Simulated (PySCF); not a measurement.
C₄H₂BrF, SMILES C#C/C=C(\F)Br.

Geometry optimised at PBE-D3(BJ)/def2-SVP. The structure was generated by enumeration; whether it is a known compound was not checked.

Calculation: PBE/def2-TZVP in PySCF.

Symmetry labels are those of the subgroup Cs that the program uses (full group Cs).

Computed valence orbital energies around the gap with their symmetry:
```tsv
orbital	symmetry	energy (eV)
HOMO−7	A"	-12.18
HOMO−6	A'	-11.20
HOMO−5	A'	-9.74
HOMO−4	A"	-8.73
HOMO−3	A"	-7.93
HOMO−2	A'	-7.75
HOMO−1	A'	-7.03
HOMO	A"	-5.96
LUMO	A"	-2.21
LUMO+1	A'	-1.58
LUMO+2	A'	-0.30
LUMO+3	A'	0.89
```
